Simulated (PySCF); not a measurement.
SnH3F, SMILES [F][SnH3]. Heavy atoms are numbered as in [SnH3:1][F:2]. Hydrogens are named by the atom that carries them.

Coordinates come from a B3LYP-D3(BJ)/def2-TZVP optimisation. The def2 effective core potentials stand for the cores of Sn; spin–orbit coupling is left out.

Computed with PBE0/def2-TZVPD in PySCF.

Mulliken values depend strongly on the basis, most of all with diffuse functions as here. ESP charges are fitted to the potential on shells at 1.4 to 2.0 van der Waals radii. Atomic charges (e), one atom of each kind:

| atom | Mulliken | ESP fit |
|---|---|---|
| Sn1 (SnH3) | 0.61 | 0.57 |
| F2 | -0.54 | -0.36 |
| H on Sn1 | -0.02 | -0.07 |
